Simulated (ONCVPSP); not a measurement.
## Plane-wave convergence, ONCV potential for helium

```json
{
 "Element": "He",
 "Generator": "ONCVPSP 4.0.1",
 "Type": "optimised norm-conserving Vanderbilt (ONCV)",
 "Functional": "PBE",
 "Relativity": "scalar-relativistic",
 "Frozen core": "none",
 "Valence charge": "2",
 "Reference configuration": "1s2",
 "Partial waves": "1s: rc 0.80 bohr, ncon 4, nbas 8, qcut 11.7 1/bohr, 3 projectors, debl 2.1 Ha; p scattering state at 0.36 Ha: rc 0.70 bohr, ncon 4, nbas 6, qcut 10.7 1/bohr, 1 projector",
 "Local potential": "polynomial inside 0.65 bohr (lpopt 5, dvloc0 0 Ha)",
 "Core correction": "none"
}
```

Task: For each optimised wave give the share of its norm inside rc, the residual kinetic energy above qcut (Ha) and the cutoffs (Ha) for errors of 10, 1, 0.1 and 0.01 mHa per electron.

Result:

| wave | norm inside rc | residual KE | 10 mHa | 1 mHa | 0.1 mHa | 0.01 mHa |
| --- | --- | --- | --- | --- | --- | --- |
| 1s | 0.491 | 3.2e-05 | 32.5 | 48.3 | 61.5 | 149.3 |
| s projector 2 | 0.142 | 3.1e-05 | 29.9 | 47.6 | 61.9 | 88.8 |
| s projector 3 | 0.066 | 4.8e-05 | 30.0 | 48.6 | 63.9 | 80.3 |
| p projector 1 | 0.006 | 2.4e-06 | 2.1 | 7.6 | 21.2 | 42.9 |

The occupied waves need 48 Ha and 61 Ha for 1 and 0.1 mHa. Rows with under 1 % of the norm inside rc give no meaningful cutoff. Note: ghosts flagged at negative energy: s at -14.1 eV; no localised positive-energy state flagged. A true bound ghost makes a file unfit for plane-wave use.
